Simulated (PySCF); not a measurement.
**Ionisation energy of Cd²⁰⁺ by level of theory**

Cd²⁰⁺ [Ar] 3d10 (1S) → Cd²¹⁺ [Ar] 3d9 (2D), as a difference of total energies. Computed with PySCF 2.14 in an even-tempered Gaussian basis (17 s from 2.1 bohr⁻², ratio 2.5; 11 p from 2.7 bohr⁻², ratio 2.5; 8 d from 2.7 bohr⁻², ratio 2.5; 4 f from 14 bohr⁻², ratio 2.7; 4 g from 22 bohr⁻², ratio 2.7), with the non-relativistic Hamiltonian (point nucleus). Correlated levels: outer shells: [Ne] frozen; virtual orbitals above 40 to 60 times the deepest correlated orbital energy dropped. The calculations carry no spin-orbit coupling.

```csv
method,ionisation energy (eV)
UHF,969.02
LDA,969.48
PBE0,969.30
r2SCAN,969.45
TPSS,968.15
MP2 (outer shells),970.76
SCS-MP2 (outer shells),970.48
```

Problem. Estimate what PBE gives.

Solution. 968.66 eV, closest to UHF among the rows shown.

Problem. Estimate what BP86 gives.

Solution. 968.85 eV, closest to UHF among the rows shown.

A first-order spin-orbit estimate (lowest level to lowest level, LS coupling) adds -2.822 eV.

All relativistic terms are absent from these numbers, so their closeness to the reference says little about the methods.

For comparison: 963 ± 4 eV (theoretical estimate listed by NIST; NIST Atomic Spectra Database, ionization energies).
